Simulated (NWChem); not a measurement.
# Cl₃In

```xyz
4

In     0.0000     0.0000     0.0000
Cl     0.0000     0.0000     2.3209
Cl    -2.0100     0.0000    -1.1604
Cl     2.0100     0.0000    -1.1604
```
Charge 0, spin multiplicity 1.

The numbers come from NWChem runs, not from measurements. Structure: optimised with PBE0/def2-SVP with def2 effective core potentials on In, a minimum by its harmonic frequencies.

Symmetry labels belong to the abelian group C2v used in the runs, with the axes of the coordinates shown; states degenerate in a higher group split over its labels.

Effective core potentials replace the inner electrons of In; spin-orbit coupling is left out. B3LYP has NWChem's definition, with VWN1-RPA local correlation. The structure started from a generated list of species.

Task: List the lowest 6 singlet excitations that TD-B3LYP/def2-SVP with def2 effective core potentials on In, VWN1-RPA local correlation gives, with oscillator strengths.

Result: 
| state | symmetry | energy (eV) | wavelength (nm) | f |
|---|---|---|---|---|
| 1 | b1 | 4.58 | 271 | 0.000 |
| 2 | a2 | 4.71 | 264 | 0.000 |
| 3 | b2 | 4.71 | 264 | 0.000 |
| 4 | a1 | 4.82 | 257 | 0.035 |
| 5 | b1 | 4.82 | 257 | 0.035 |
| 6 | b2 | 5.31 | 234 | 0.031 |
